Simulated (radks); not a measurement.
The numbers below are computed, except where a source is named.
Problem. Ionisation of the krypton ion Kr3+, [Ar] 3d10 4s2 4p3, to Kr4+, [Ar] 3d10 4s2 4p2, under several functionals. Scalar-relativistic Kohn-Sham, spin-unpolarised, spherical densities, point nucleus; a radial shooting solver on a logarithmic mesh with Libxc functionals. The NIST Atomic Spectra Database gives 50.9 eV (measured). Rank these functionals by the error of their Delta-SCF ionisation energy: exchange-only LDA; HCTH/407; PBEsol; BP86; SOGGA; LDA (Slater exchange, Perdew-Zunger correlation); AM05; PBE; LDA (Slater exchange, Perdew-Wang correlation).

Solution. From best to worst: HCTH/407 50.169 eV (-0.681); LDA (Slater exchange, Perdew-Wang correlation) 50.075 eV (-0.775); LDA (Slater exchange, Perdew-Zunger correlation) 50.074 eV (-0.776); BP86 49.964 eV (-0.886); PBEsol 49.843 eV (-1.007); AM05 49.828 eV (-1.022); PBE 49.811 eV (-1.039); SOGGA 49.727 eV (-1.123); exchange-only LDA 48.556 eV (-2.294). Spin polarisation and multiplet splitting are left out, so open shells lie too high by an amount that depends on their filling.

Beside tabulated values, note that spin-unpolarised runs miss the spin-polarisation part of the exchange energy of open shells.
